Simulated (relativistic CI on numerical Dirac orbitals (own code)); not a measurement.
**What each ingredient does to the levels of Cu XV**

Base calculation: Dirac-Coulomb-Breit CI, separate exchange-only KLI orbitals for each configuration, QED by a radiative potential, unscaled Slater integrals.

CI space (outside the closed core [Ne]): 3s²3p³, 3s3p⁴, 3s²3p²3d, 3p⁵, 3s3p³3d, 3p⁴3d, 3s3p²3d², 3s²3p²4s, 3s²3p3d4p, 3p⁴4s, 3s²3p²4p, 3p⁴4p, 3s3p²3d4s, 3s²3p²4d, 3s3p³4s, 3s²3p²4f, 3s3p³4p, 3p³3d4p, 3s3p³4d, 3s3p³4f, 3s²3p²5s, 3s²3p²5p, 3s²3p4s4p, 3s²3p²5d, 3s²3p²5f, 3s²3p²5g, 3s3p²4s², 3s3p³5s, 3s²3p3d², 3s²3d³, 3s3p3d³, 3s²3d²4s, 3s²3d²4p, 3s²3d²4d, 3p³3d², 3p²3d³, 3p²3d²4s, 3p²3d²4p, 3p²3d²4d, 3s²3p3d4s, 3s3p3d²4s, 3s²3d4s², 3s²3d4s4p, 3s²3d4s4d, 3s3p²3d4p, 3s3p3d²4p, 3s3p3d4s4p, 3s3p3d4p², 3s3p3d4p4d, 3p³3d4s, 3p²3d4s², 3p²3d4s4p, 3p²3d4s4d, 3s²3p4s², 3s3p3d4s², 3s²4s²4p, 3s²4s²4d, 3s²3p4p², 3s²3d4p², 3s²4s4p², 3s²4p³, 3s²4p²4d, 3s3p²4s4p, 3s3p4s²4p, 3s3p4s4p², 3s3p4s4p4d. Double excitations out of closed p, d and f shells are left out; levels of such configurations are missing from the list, as are those of other unlisted configurations, and high levels can miss mixing partners. These lack a partner that the ground configuration has and come out too high: 3s²3p²4f, 3s3p³4d, 3s3p³4f, 3s²3p²5s, 3s²3p²5p.

The lowest level and the first level of each name with at least 55 % of one term (blank where a level has no safe partner in the second run):

| Level | Base (cm⁻¹) | Shift (cm⁻¹) |
| --- | --- | --- |
| 3s²3p³ ⁴S°3/2 | 0 | 0 |
| 3s²3p³ ²D°3/2 | 50482 | +4019 |
| 3s²3p³ ²D°5/2 | 60195 | +3593 |
| 3s²3p³ ²P°1/2 | 94776 | +8636 |
| 3s²3p³ ²P°3/2 | 109329 | +8196 |
| 3s3p⁴ ⁴P5/2 | 337706 | +18184 |
| 3s3p⁴ ⁴P3/2 | 355094 | +19263 |
| 3s3p⁴ ⁴P1/2 | 361966 | +19752 |
| 3s3p⁴ ²D3/2 | 421784 | +55333 |
| 3s3p⁴ ²D5/2 | 426494 | +53718 |
| 3s²3p²3d ⁴F3/2 | 518363 |  |
| 3s²3p²3d ⁴F5/2 | 525314 | -7723 |
| 3s²3p²3d ⁴F7/2 | 535807 | -7373 |
| 3s²3p²3d ²F5/2 | 541332 | -4816 |

At this charge energies of transitions that change n are usually good to better than 1 %, and those within a shell (Δn = 0) to a few per cent.

Problem. One thing was changed in a second run, which moved the levels as shown. Which?
A. P86 correlation estimate
B. configuration mixing switched off
C. Breit term removed
D. QED terms removed

Solution. B. Configuration mixing switched off. Without mixing, levels that were pushed by configurations of the same parity and J return to their single-configuration places.

LS names give the leading component of a level, which can be under half, so a name can repeat, a term be missing and a line seem to break the LS rules.
